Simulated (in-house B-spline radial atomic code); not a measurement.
The numbers below are computed, except where a source is named.
**Al in an electron gas of r_s = 1.65: phase shifts, screening and friction**

A nucleus sits in a uniform electron gas with a rigid positive background. The Kohn-Sham equations are solved self-consistently in the spin-unpolarised LDA (PW92), non-relativistic, on B-splines with outgoing waves at the boundary and partial waves to l = 8. The model has no lattice, no bands and no magnetic solution. Atomic units; δ_l are the phase shifts at the Fermi level, counted so that each bound state adds π, and good to about 0.0005.

The density parameter is r_s = 1.65 bohr.

| l | δ_l (rad) |
| --- | --- |
| 0 | 6.2221 |
| 1 | 3.7298 |
| 2 | 0.4644 |
| 3 | 0.0692 |
| 4 | 0.0155 |
| 5 | 0.0039 |
| 6 | 0.0010 |
| 7 | 0.0002 |
| 8 | 0.0000 |

Bound levels below the band bottom (hartree): s -54.47, s -3.352, p -1.976.

**Question.** Check the Friedel sum rule, and say where the screening charge sits.

**Answer.** k_F = (9π/4)^(1/3)/r_s = 1.16313. The rule is Z = (2/π) Σ (2l + 1) δ_l. The terms are s 3.961, p 7.123, d 1.478, f 0.308 and 0.126 beyond, in all 12.997 against Z = 13. Bound states hold 4 s, 6 p, 0 d electrons, so the scattering states carry 3.00 in all.

**Question.** Find the transport cross section and the electronic stopping of a 2 keV Al ion (mass 26.98 u).

**Answer.** σ_tr = (4π/k_F²) Σ (l + 1) sin²(δ_l − δ_(l+1)). The terms for l = 0 to 3 are 0.3656, 0.0305, 0.4447, 0.0115, all together 0.8530, so σ_tr = 9.289 × 0.8530 = 7.923 bohr². With n = 3/(4π r_s³) = 0.05314, the friction coefficient is Q = n k_F σ_tr = 0.4898. For v well below v_F = 1.163, dE/dx = Q v; with 24801 eV per u at v = 1, v = √(2000/(24801 × 26.98)) = 0.0547, so dE/dx = 0.02678 hartree/bohr = 13.8 eV/nm. The largest term couples the d and f waves.
